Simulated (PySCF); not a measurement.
All values below come from PySCF with PBE-D3(BJ)/def2-TZVP // PBE-D3(BJ)/def2-SVP. Isolated molecules, 0 K electronic values unless said otherwise. 

Reference species: [Zn(NH3)4]2+ (charge +2, multiplicity 1).

The HOMO comes out as -16.80 eV and the charge on the central atom (Mulliken) comes out as 0.52 e. The mean distance from the central atom to its bonded neighbours is 2.076 Å.

Changed species: [Mo(NH3)4]2+ (M = Mo, multiplicity 1; the reference has M = Zn, multiplicity 1).

**Question.** What does the change do to the HOMO, charge on the central atom (Mulliken) and mean distance from the central atom to its bonded neighbours?

**Answer.** the HOMO rises by 5.08 eV, to -11.72 eV; the charge on the central atom (Mulliken) increases by 0.29 e, to 0.81 e; the mean distance from the central atom to its bonded neighbours rises by 0.096 Å, to 2.172 Å.
